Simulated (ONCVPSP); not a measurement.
What the settings do to the ONCV potential of antimony

Base potential:

```
Element                 : Sb
Generator               : ONCVPSP 4.0.1
Type                    : optimised norm-conserving Vanderbilt (ONCV)
Functional              : BLYP
Relativity              : fully relativistic
Frozen core             : [Kr] 4d10
Valence charge          : 5
Reference configuration : 5s2 5p3
Partial waves           : 5s: rc 2.05 bohr, ncon 5, nbas 8, qcut 3 1/bohr, 2 projectors, debl 0.5 Ha; 5p: rc 2.30 bohr, ncon 4, nbas 7, qcut 3.1 1/bohr, 2 projectors, debl 0.4 Ha; d scattering state at 0.05 Ha: rc 2.05 bohr, ncon 4, nbas 9, qcut 4.9 1/bohr, local
Local potential         : the d channel
Core correction         : none
```

Open shells are filled in proportion to 2j + 1.

Cutoffs, loose and tight: the cutoffs (Ha) at which the residual kinetic energy of the hardest occupied pseudo-wave falls to 1 and 0.1 mHa per electron. They do not see the model core or the augmentation charge, which bear on the density cutoff. Test errors are all-electron minus pseudo excitation energies from the reference, over the configurations 5s2 5p2; 5s2 5p1; 5s2 5p0; 5s2 5p2.5. A dash means not determined; rows that change the core or the reference have their own tests.

A true bound ghost makes a file unfit for plane-wave use even where its test errors are small: the radial tests pick states by their node count and pass the ghost by.

```tsv
change	outcome	cutoff, loose	cutoff, tight	bound ghosts	GHOST(+) flags above zero	largest test error (meV)
base	generated	22 Ha	33 Ha	s	p1/2	+224
p: debl 0.25	generated	22 Ha	33 Ha	s	p1/2	+224
p: debl 0.35	generated	22 Ha	33 Ha	s	p1/2	+224
p: debl 0.75	generated	22 Ha	33 Ha	s	p3/2, p1/2	+224
p: debl 1.35	generated	22 Ha	33 Ha	s	p3/2, p1/2	+224
p: debl 2.8	generated	22 Ha	33 Ha	s	p3/2, p1/2	+225
p: debl 5.2	generated	22 Ha	33 Ha	s	p3/2, p1/2	+225
```

Reading the sweep of the debl of the p channel (base included, trends over the rows without a ghost): Bound ghosts are found at 0.25, 0.35, 0.4, 0.75, 1.35, 2.8, 5.2 Ha. Every judged row has one, so this setting neither creates nor removes them.
